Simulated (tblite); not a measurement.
Compound: C7H11 (doublet state).
Structure used (GFN2-xTB), in Å, numbered top down from 1:
```xyz
18
C7H11 angstrom
C     -1.0811    2.7114   -0.6834
C     -1.0100    1.5087   -0.5144
C     -0.9446    0.1576   -0.3281
C     -1.9420   -0.5264    0.5439
C      0.1463   -0.6436   -0.9587
C      1.2181   -1.0911    0.0527
C      1.9376    0.0960    0.6776
H     -1.1386    3.7479   -0.8291
H     -1.4884   -0.8293    1.4920
H     -2.7777    0.1333    0.7665
H     -2.3166   -1.4312    0.0621
H     -0.2823   -1.5413   -1.4173
H      0.6284   -0.0536   -1.7412
H      1.9408   -1.7255   -0.4652
H      0.7495   -1.6915    0.8350
H      2.4358    0.6851   -0.0897
H      1.2311    0.7425    1.1935
H      2.6848   -0.2428    1.3919
```

The geometry is computed with GFN2-xTB (gas phase). This method treats the open shell by occupation alone, without spin polarisation.

Take the most abundant isotopes and a rigid rotor. The values belong to one conformer with, in the numbering `[CH:1]=[C:2]=[C:3]([CH3:4])[CH2:5][CH2:6][CH3:7]`, C2–C3–C5–C6 106°, C3–C5–C6–C7 -63°.

(1) What are A, B and C (MHz)?

(2) What kind of rotor is it?

(3) Is it planar, by Δ = Ic − Ia − Ib?

(4) Give the other two planar moments, Paa and Pbb, and the rms extents of the mass along the axes.

(5) List the rotational levels J(Ka,Kc) to J = 4 (MHz).

(6) Estimate the classical rotational partition function at 10 K, 200 K and 500 K.

## Answers

(1) Ia = 147.90, Ib = 265.08, Ic = 342.95 u·Å²; 505379 MHz·u·Å²/I gives A = 3417, B = 1907, C = 1474 MHz.

(2) An asymmetric top; Ray's κ = -0.554.

(3) Not planar: Δ = Ic − Ia − Ib = -70.02 u·Å². For a rigid frame Δ = −2 Σ m c², so Σ m c² = 35.01 u·Å² lies off the ab plane: 12.84 from hydrogen and 22.17 from heavier atoms. The atom farthest from that plane is 1.67 Å away.

(4) Paa = Σ m a² = (Ib + Ic − Ia)/2 = 230.06 and Pbb = Σ m b² = (Ia + Ic − Ib)/2 = 112.89 u·Å². With the mass M = 95.09 u, the rms extents √(P/M) along a, b and c are 1.56, 1.09, 0.61 Å.

(5) Above 0(0,0):
J = 1: 1(0,1) 3380, 1(1,1) 4891, 1(1,0) 5324
J = 2: 2(0,2) 10060, 2(1,2) 11218, 2(1,1) 12517, 2(2,1) 17048, 2(2,0) 17129
J = 3: 3(0,3) 19895, 3(1,3) 20663, 3(1,2) 23251, 3(2,2) 27189, 3(2,1) 27574, 3(3,1) 35870, 3(3,0) 35879
J = 4: 4(0,4) 32737, 4(1,4) 33181, 4(1,3) 37445, 4(2,3) 40646, 4(2,2) 41709, 4(3,2) 49526, 4(3,1) 49592, 4(4,1) 61495, 4(4,0) 61496
The levels of one J sum to (2J + 1)J(J + 1)(A + B + C)/3.

(6) Point group C1, symmetry number σ = 1; q = (√π/σ)·√((kT/h)³/(ABC)), k/h = 20836.6 MHz/K: 1720 at 10 K, 154000 at 200 K, 608000 at 500 K.

For this open shell read J as N, the rotation without spin; fine and hyperfine splittings come on top. Its lowest GFN2-xTB frequency is 14 cm⁻¹, too small to tell a flat minimum from a shallow saddle. These are rigid-rotor constants of the computed structure; measured ground-state constants (B0) also hold zero-point vibration.
